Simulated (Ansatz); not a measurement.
This geometry of BrGaH$_{4}$ (6 atoms, charge 0, multiplicity 1) is a first-order saddle point.

These are results of RKS PBE0-D4/def2-SVP in Ansatz 0.2.0, not measurements.

```xyz
6
Properties=species:S:1:pos:R:3
Ga 0.009 -0.053 0.025
H 0.015 0.094 1.678
H 1.421 0.129 -0.600
H -1.419 0.055 -0.583
Br 0.082 -2.604 1.019
H 0.048 -1.165 1.678
```

Q: Which two structures does it join? (They come from a converged band through this point; their orientation in space is the band's.)

A: Bonds broken: Ga1–H2, Br5–H6. Bonds formed: Ga1–Br5, H2–H6. BrGaH4 becomes BrGaH2 + H2.

First end point:

```xyz
6
Properties=species:S:1:pos:R:3
Ga 0.001 0.201 -0.004
H -0.006 0.741 1.477
H 1.362 0.106 -0.784
H -1.362 0.029 -0.768
Br 0.083 -2.526 0.969
H 0.079 -2.095 2.327
```

Last end point:

```xyz
6
Properties=species:S:1:pos:R:3
Ga 0.022 -0.600 -0.266
H 0.009 0.295 2.056
H 1.409 0.086 -0.450
H -1.404 0.008 -0.434
Br 0.088 -2.872 0.138
H 0.032 -0.461 2.172
```

Q: How far does it lie above each of them?

A: 3.7 kcal/mol above the first and 27.0 kcal/mol above the second. This is the barrier of this one path; another mechanism may lie lower. The orbitals stay closed-shell, which can raise the energy where a bond breaks towards radicals; this wasn't checked here.

Run time: 59 s on 2 threads of Intel(R) Xeon(R) 6975P-C (Granite Rapids), on a shared host, peak memory 0.2 GiB.
